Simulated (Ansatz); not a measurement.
## Loss of H2: C2H8BN → C2H6BN + H2

Species: C2H8BN `BNCC`, singlet; C2H6BN `BNC=C`, singlet; H2 (hydrogen), singlet. 

Shapes, held fixed at every level: PBE0-D4/def2-TZVP. Flexible molecules stand in one conformer, not always the lowest. Programs: Ansatz 0.2.0. The zero-point and thermal change to 298 K, harmonic and unscaled (PBE0-D4/def2-TZVP), is -28.1 kJ/mol.

(1) Estimate ΔH(298 K) of this reaction.

Results:

(1) The highest level, CCSD(T)/CBS estimate, gives ΔH(298 K) = +112.3 kJ/mol; the levels span +102.5 to +125.1. The column of differences is taken from that level and isn't an error. No measured value is set beside it here. The CBS estimate extrapolates MP2 from def2-TZVPP and def2-QZVPP and adds CCSD(T) − MP2 in the triple-zeta set, cores frozen; for H2 it overshoots the exact energy by about 1 mEh.

```json
{"level": "HF/def2-SVP", "kind": "Hartree–Fock", "ΔH(298 K) (kJ/mol)": "+120.5", "less CCSD(T)/CBS estimate": "+8.2"}
{"level": "HF/def2-TZVPP", "kind": "Hartree–Fock", "ΔH(298 K) (kJ/mol)": "+107.6", "less CCSD(T)/CBS estimate": "-4.7"}
{"level": "B3LYP-D4/def2-TZVPP", "kind": "global hybrid", "ΔH(298 K) (kJ/mol)": "+102.5", "less CCSD(T)/CBS estimate": "-9.8"}
{"level": "BHLYP-D4/def2-TZVPP", "kind": "global hybrid", "ΔH(298 K) (kJ/mol)": "+117.5", "less CCSD(T)/CBS estimate": "+5.2"}
{"level": "r2SCAN0-D4/def2-TZVPP", "kind": "global hybrid", "ΔH(298 K) (kJ/mol)": "+122.6", "less CCSD(T)/CBS estimate": "+10.3"}
{"level": "wB97X-V/def2-TZVPP", "kind": "range-separated hybrid", "ΔH(298 K) (kJ/mol)": "+124.0", "less CCSD(T)/CBS estimate": "+11.7"}
{"level": "MP2/def2-SVP", "kind": "perturbation theory", "ΔH(298 K) (kJ/mol)": "+125.1", "less CCSD(T)/CBS estimate": "+12.8"}
{"level": "CCSD(T)/CBS estimate", "kind": "coupled cluster or CI", "ΔH(298 K) (kJ/mol)": "+112.3", "less CCSD(T)/CBS estimate": "0.0"}
```
